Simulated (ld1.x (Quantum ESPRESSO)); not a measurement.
**u(r) = r·R(r): atom against pseudo-atom (iron (Fe))**

Columns: radius, all-electron u(r) and pseudo u(r) of the 4s shell (level -5.29 eV) of iron in the configuration [Ar] 3d6 4s2 4p0; PBE, scalar-relativistic, PAW scheme, ld1.x (Quantum ESPRESSO) 7.5.

```tsv
r (bohr)	all-electron	pseudo
0.143	-0.1439	-0.0685
0.285	-0.0567	-0.1356
0.428	0.1670	-0.2012
0.570	0.2684	-0.2637
0.713	0.2412	-0.3231
0.855	0.1387	-0.3779
0.998	0.0054	-0.4283
1.140	-0.1288	-0.4732
1.283	-0.2517	-0.5128
1.425	-0.3557	-0.5466
1.568	-0.4408	-0.5749
1.710	-0.5067	-0.5973
1.853	-0.5563	-0.6144
1.995	-0.5910	-0.6261
2.138	-0.6134	-0.6329
2.280	-0.6253	-0.6348
2.423	-0.6285	-0.6323
2.565	-0.6246	-0.6256
2.708	-0.6148	-0.6149
2.850	-0.6004	-0.6004
2.992	-0.5825	-0.5825
3.135	-0.5618	-0.5618
3.278	-0.5390	-0.5390
3.420	-0.5151	-0.5151
3.563	-0.4902	-0.4902
3.705	-0.4651	-0.4651
```

How many radial nodes do the two functions have?

The all-electron 4s function has n − l − 1 = 3 (the table is too coarse to show those close to the nucleus); the pseudo-wave has 0, since the states of the same l below it are removed with the core.

At about which radius was the pseudo-wave matched?

2.85 bohr, where the columns begin to agree (steps of 0.14 bohr).

Where does each function peak?

Outermost all-electron maximum near 2.42 bohr, pseudo maximum near 2.28 bohr (to the table’s step).

Is the pseudo-wave norm-conserving?

No, it belongs to a PAW set: the norm inside the radius is not constrained, and the difference is carried by the augmentation charge.
